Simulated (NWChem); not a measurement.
System: C$_{3}$H$_{5}$N; SMILES CCC#N

NWChem printed, in part:

```
             Northwest Computational Chemistry Package (NWChem) 7.3.0
             --------------------------------------------------------

 CS  symmetry detected

                             Geometry "geometry" -> ""
                             -------------------------

 Output coordinates in angstroms (scale by  1.889725989 to convert to a.u.)

  No.       Tag          Charge          X              Y              Z
 ---- ---------------- ---------- -------------- -------------- --------------
    1 C                    6.0000     0.47019191    -1.54696606     0.00000000
    2 C                    6.0000    -0.63483851    -0.49320428     0.00000000
    3 C                    6.0000    -0.12555314     0.87467959     0.00000000
    4 N                    7.0000     0.29506819     1.95287697     0.00000000
    5 H                    1.0000     0.02912432    -2.55392201     0.00000000
    6 H                    1.0000     1.10939280    -1.45192761    -0.88936800
    7 H                    1.0000     1.10939280    -1.45192761     0.88936800
    8 H                    1.0000    -1.28609440    -0.60970854    -0.88178400
    9 H                    1.0000    -1.28609440    -0.60970854     0.88178400

 Effective nuclear repulsion energy (a.u.)     102.7940673661

      Symmetry information
      --------------------

 Group name             Cs
 Group number              2
 Group order               2
 No. of unique centers     7

                                Z-matrix (autoz)
                                --------

 Units are Angstrom for bonds and degrees for angles

      Type          Name      I     J     K     L     M      Value
      ----------- --------  ----- ----- ----- ----- ----- ----------
    1 Stretch                  1     2                       1.52693
    2 Stretch                  1     5                       1.09932
    3 Stretch                  1     6                       1.09936
    4 Stretch                  1     7                       1.09936
    5 Stretch                  2     3                       1.45962
    6 Stretch                  2     8                       1.10238
    7 Stretch                  2     9                       1.10238
    8 Stretch                  3     4                       1.15734
    9 Bend                     1     2     3               113.21844
   10 Bend                     1     2     8               110.76914
   11 Bend                     1     2     9               110.76914
   12 Bend                     2     1     5               109.98514
   13 Bend                     2     1     6               111.16895
   14 Bend                     2     1     7               111.16895
   15 Bend                     3     2     8               107.76852
   16 Bend                     3     2     9               107.76852
   17 Bend                     4     2     1               112.82466
   18 Bend                     4     2     8               107.98190
   19 Bend                     4     2     9               107.98190
   20 Bend                     5     1     6               108.20799
   21 Bend                     5     1     7               108.20799
   22 Bend                     6     1     7               107.99461
   23 Bend                     8     2     9               106.23886
   24 Torsion                  2     1     3     4         180.00000
   25 Torsion                  3     2     1     5         180.00000
   26 Torsion                  3     2     1     6         -60.17294
   27 Torsion                  3     2     1     7          60.17294
   28 Torsion                  5     1     2     8         -58.81281
   29 Torsion                  5     1     2     9          58.81281
   30 Torsion                  6     1     2     8          61.01424
   31 Torsion                  6     1     2     9         178.63987
   32 Torsion                  7     1     2     8        -178.63987
   33 Torsion                  7     1     2     9         -61.01424
   34 Torsion                  2     8     3     4         178.49644
   35 Torsion                  2     9     3     4        -178.49644

  xc_inp: hfexch multiplicative factor not found.

                           NWChem Geometry Optimization
                           ----------------------------

 maximum gradient threshold         (gmax) =   0.000450
 rms gradient threshold             (grms) =   0.000300
 maximum cartesian step threshold   (xmax) =   0.001800
 rms cartesian step threshold       (xrms) =   0.001200
 fixed trust radius                (trust) =   0.300000
 source of zmatrix                         =   autoz

          -------------------
          Energy Minimization
          -------------------

 Using diagonal initial Hessian
 Scaling for Hessian diagonals: bonds = 1.00  angles = 0.25  torsions = 0.10

          --------
          Step   0

                                 NWChem DFT Module
                                 -----------------

 Summary of "ao basis" -> "ao basis" (spherical)
 ------------------------------------------------------------------------------
       Tag                 Description            Shells   Functions and Types
 ---------------- ------------------------------  ------  ---------------------
 C                           6-31g*                  6       14   3s2p1d
 N                           6-31g*                  6       14   3s2p1d
 H                           6-31g*                  2        2   2s

      Symmetry analysis of basis
      --------------------------

        a'         46
        a"         20

[...]

      ----------------------
      Optimization converged
      ----------------------

  Step       Energy      Delta E   Gmax     Grms     Xrms     Xmax
  ---- ---------------- -------- -------- -------- -------- --------
@    6    -170.96172799 -3.8D-08  0.00002  0.00001  0.00034  0.00099
                                     ok       ok       ok       ok

                                Z-matrix (autoz)
                                --------

 Units are Angstrom for bonds and degrees for angles

[...]

 Rotational Constants
 --------------------
 A=   0.941814 cm-1  (  1.355031 K)
 B=   0.157459 cm-1  (  0.226543 K)
 C=   0.141925 cm-1  (  0.204194 K)

 Temperature                      =   298.15K
 frequency scaling parameter      =   1.0000

 Zero-Point correction to Energy  =   50.133 kcal/mol  (  0.079892 au)
 Thermal correction to Energy     =   52.944 kcal/mol  (  0.084371 au)
 Thermal correction to Enthalpy   =   53.536 kcal/mol  (  0.085315 au)

 Total Entropy                    =   67.217 cal/mol-K
   - Translational                =   37.921 cal/mol-K (mol. weight =  55.0422)
   - Rotational                   =   23.843 cal/mol-K (symmetry #  =        1)
   - Vibrational                  =    5.452 cal/mol-K

 Cv (constant volume heat capacity) =   14.094 cal/mol-K
   - Translational                  =    2.979 cal/mol-K
   - Rotational                     =    2.979 cal/mol-K
   - Vibrational                    =    8.135 cal/mol-K

[normal modes left out]

 ----------------------------------------------------------------------------
 Normal Eigenvalue ||           Projected Infra Red Intensities
  Mode   [cm**-1]  || [atomic units] [(debye/angs)**2] [(KM/mol)] [arbitrary]
 ------ ---------- || -------------- ----------------- ---------- -----------
    1       -0.000 ||    0.003809           0.088         3.713       5.996
    2       -0.000 ||    0.002787           0.064         2.717       4.388
    3        0.000 ||    0.000010           0.000         0.010       0.016
    4        0.000 ||    0.003491           0.081         3.403       5.496
    5        0.000 ||    0.006434           0.148         6.272      10.129
    6        0.000 ||    0.000113           0.003         0.110       0.178
    7      234.735 ||    0.006105           0.141         5.952       9.612
    8      239.954 ||    0.001348           0.031         1.314       2.121
    9      435.255 ||    0.001321           0.030         1.288       2.079
   10      598.015 ||    0.001131           0.026         1.103       1.780
   11      857.487 ||    0.002732           0.063         2.663       4.301
   12      889.758 ||    0.003416           0.079         3.330       5.377
   13     1082.635 ||    0.001841           0.042         1.795       2.898
   14     1196.879 ||    0.004951           0.114         4.827       7.795
   15     1227.995 ||    0.000185           0.004         0.180       0.291
   16     1409.793 ||    0.000020           0.000         0.020       0.032
   17     1492.650 ||    0.005164           0.119         5.034       8.130
   18     1568.573 ||    0.000554           0.013         0.540       0.872
   19     1623.271 ||    0.003324           0.077         3.240       5.233
   20     1640.083 ||    0.005904           0.136         5.755       9.294
   21     1646.957 ||    0.004165           0.096         4.061       6.557
   22     2614.018 ||    0.013864           0.320        13.515      21.825
   23     3220.642 ||    0.025666           0.592        25.021      40.406
   24     3237.809 ||    0.008031           0.185         7.829      12.643
   25     3274.295 ||    0.000270           0.006         0.263       0.424
   26     3292.473 ||    0.031963           0.737        31.159      50.318
   27     3301.784 ||    0.032910           0.759        32.083      51.809
 ----------------------------------------------------------------------------
```

Level: Hartree-Fock/6-31G* (spherical d). 

Q: Write an input that gives this output.

A: One answer among several that fit: the input that was run:
```
start job
memory heap 200 mb stack 900 mb global 1100 mb
geometry units angstroms
  C      0.483916    -1.527005     0.000000
  C     -0.632453    -0.485263     0.000000
  C     -0.138000     0.888052     0.000000
  N      0.270929     1.970738     0.000000
  H      0.053771    -2.538675     0.000000
  H      1.122051    -1.425055    -0.889368
  H      1.122051    -1.425055     0.889368
  H     -1.282410    -0.608808    -0.881784
  H     -1.282410    -0.608808     0.881784
end
basis spherical
  * library 6-31g*
end
dft
  xc hfexch
  iterations 150
end
driver
  maxiter 120
end
task dft optimize
task dft freq
```
